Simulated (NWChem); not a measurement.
System: SiNH₃BrCl; SMILES N[SiH](Cl)Br

The following NWChem deck was run.

```
start job
memory heap 200 mb stack 900 mb global 1100 mb
geometry units angstroms noautoz
  Si     0.418807    -0.567254     0.461892
  N      1.936803    -0.955820    -0.210653
  Cl    -0.898319    -2.058703    -0.063410
  Br    -0.466446     1.358096    -0.251450
  H      0.538755    -0.455781     1.932840
  H      2.012693    -1.228712    -1.184781
  H      2.766078    -0.464653     0.106359
end
basis spherical
  Si library 6-31g*
  N library 6-31g*
  Cl library 6-31g*
  Br library 6-31g*
  H library 6-31g*
end
dft
  xc becke88 perdew86
  iterations 150
  mulliken
end
task dft energy
```

Geometry: optimised at PBE0/def2-SVP.

Task: Predict the main results of this run. (BP86/6-31G* (spherical d).) Quantities: energy (Ha); highest occupied level (eV); orbital gap (eV); dipole (D).

Result: The energy (Ha) is -3380.52, the highest occupied level (eV) is -6.64 and the orbital gap (eV) is 5.80. The dipole (D) is 2.85.
